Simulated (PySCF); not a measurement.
# Cu- (copper, charge -1): UHF calculation

Configuration: [Ar] 3d10 4s2, closed-shell 1S. Computed with PySCF 2.14 in aug-cc-pVTZ-PP with ECP10MDF (6s6p5d3f2g, 88 functions), with a scalar-relativistic core potential.

```json
{"Total energy": "-196.176129 hartree", "One-electron energy": "-360.2300 hartree", "Hartree (Coulomb) energy": "182.1024 hartree", "Exchange energy": "-18.0485 hartree", "⟨S²⟩": "0.0000", "⟨L²⟩": "0.000", "Sum of ⟨r⟩": "24.94 bohr", "Sum of ⟨r²⟩": "69.38 bohr²"}
```

```json
{"shell": "3s", "electrons": "2", "mean orbital energy (eV)": "-136.48", "rms radius, mean of both spins (bohr)": "0.768"}
{"shell": "3p", "electrons": "6", "mean orbital energy (eV)": "-87.558", "rms radius, mean of both spins (bohr)": "0.818"}
{"shell": "3d", "electrons": "10", "mean orbital energy (eV)": "-7.468", "rms radius, mean of both spins (bohr)": "1.17"}
{"shell": "4s", "electrons": "2", "mean orbital energy (eV)": "-0.553", "rms radius, mean of both spins (bohr)": "5.02"}
```

Energies and moments cover only the electrons outside the core potential.
